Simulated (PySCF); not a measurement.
**Radial density of P⁺ (phosphorus, charge +1)**

BHandHLYP, [Ne] 3s1 3p2 3d1, one real determinant (an excited configuration). All numbers are calculated (PySCF 2.14, no relativity, point nucleus, in aug-cc-pV(T+d)Z with one added diffuse shell each of s, p, d, f type (7s6p5d3f, 71 functions)).

```csv
r (bohr),4πr²ρ (e/bohr),4πr²(ρα − ρβ)
0.00136,0.04893,0.0002
0.00229,0.1345,0.0005
0.00386,0.3632,0.0013
0.00649,0.9494,0.0034
0.0109,2.354,0.0085
0.0184,5.331,0.0192
0.0309,10.39,0.0369
0.0519,15.82,0.0545
0.0873,16.37,0.0606
0.147,11.53,0.1147
0.247,12.74,0.3350
0.416,15.60,0.3108
0.699,6.810,0.0411
1.18,1.996,1.3871
1.98,1.792,1.7863
3.33,0.4897,0.4897
5.60,0.1060,0.1060
9.41,0.003329,0.0033
```

⟨L²⟩ = 6.19 against 12 for a pure F term, so this real determinant mixes terms. The outer electron is Rydberg-like, and this basis confines it to a smaller radius and binds it less than a complete one would. The s, p, d and f populations moved away from the nominal configuration during the SCF.
